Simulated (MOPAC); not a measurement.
MOPAC input (PM3):

```
PM3 PRECISE GNORM=0.05 LET XYZ UHF MS=0.5 GEO-OK AUX(PRECISION=9) THREADS=1
NbO2

Nb    0.17153700 1   -0.14984200 1    0.18304400 1
O     0.61028300 1    0.54759400 1   -1.31895200 1
O    -1.48940800 1    0.22034600 1    0.38085200 1
```

From its output:

```
          Parameters for some elements are missing

           Empirical Formula: O2 Nb  =     3 atoms

 ******************************************************************************
 *                                                                            *
 *     Error and normal termination messages reported in this calculation     *
 *                                                                            *
 * Parameters for some elements are missing                                   *
 * JOB ENDED NORMALLY                                                         *
 *                                                                            *
 ******************************************************************************

 == MOPAC DONE ==
```

The program refused the input.

The geometry given is a B3LYP-D3(BJ)/def2-TZVP minimum.
